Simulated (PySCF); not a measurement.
Electric field gradients and quadrupole coupling constants

Species: C7H11PS.
Z-matrix (Å and degrees, GFN2-xTB geometry), rows numbered from 1:
```
C 
C   1  1.3203
C   2  1.4903  1  124.41
C   3  1.5483  2  114.03  1   122.07
P   4  1.8640  3   90.54  2   138.38
S   5  1.9339  4  122.74  3  -135.69
C   5  1.8152  4  105.14  3    87.84
C   7  1.3221  5  120.29  4   138.84
C   3  1.5475  2  114.51  1  -127.07
H   1  1.0779  2  121.80  3     0.43
H   1  1.0762  2  122.01  3  -179.50
H   2  1.0827  1  120.56  3   179.54
H   3  1.0923  2  109.68  1    -2.23
H   4  1.0887  3  116.32  2   -99.01
H   4  1.0921  3  111.75  2    27.17
H   7  1.0819  5  116.69  4   -41.15
H   8  1.0780  7  122.75  5  -179.89
H   8  1.0804  7  120.11  5     0.06
H   9  1.0919  3  111.84  2   -26.62
H   9  1.0883  3  116.29  2    99.49
```

Field gradients from the PBE0/pcSseg-1 density (PySCF, non-relativistic), principal values in atomic units, ordered |Vxx| ≤ |Vyy| ≤ |Vzz|:

| atom | Vxx | Vyy | Vzz |
| --- | --- | --- | --- |
| S6 | -0.9953 | -1.2057 | 2.2010 |

**Question.** Find the asymmetry η = (Vxx − Vyy)/Vzz and the couplings χ = eQV/h (234.96 MHz × Q in barn × V in au), with Q(33S) = −0.0678 b.

**Answer.** 
```csv
atom,environment,nucleus,η,χzz (MHz),χxx (MHz),χyy (MHz)
S6,sulfur bonded to P,33S,0.10,-35.06,15.86,19.21
```

**Question.** What is Vzz at S6 in SI units (1 au = 9.71736 × 10²¹ V/m²)?

**Answer.** 2.2010 au = 21.388 × 10²¹ V/m².

**Question.** And the gradient at the other heavy atoms, for which no coupling is worked out here?

**Answer.** 
| atom | environment | Vzz (au) | η |
| --- | --- | --- | --- |
| C1 | terminal =CH2 carbon | 0.300 | 0.42 |
| C2 | alkene CH carbon | 0.319 | 0.67 |
| C3 | allylic carbon | -0.069 | 0.58 |
| C4 | sp3 carbon bound to phosphorus | 0.110 | 0.70 |
| P5 | phosphorus bonded to 3 C and S | -0.232 | 0.82 |
| C7 | alkene CH carbon | -0.239 | 0.98 |
| C8 | terminal =CH2 carbon | 0.441 | 0.21 |
| C9 | sp3 carbon bound to phosphorus | 0.110 | 0.71 |

Were the hydrogens deuterons (Q(2H) = 0.00286 b), χzz would run from 202 kHz (H13) to 228 kHz (H11).

Geometry: GFN2-xTB, one conformer, isolated molecule. GFN2-xTB bond lengths can be off by several hundredths of an ångström, more for odd bonds, and the gradients follow them. The small basis limits the accuracy of the gradients.
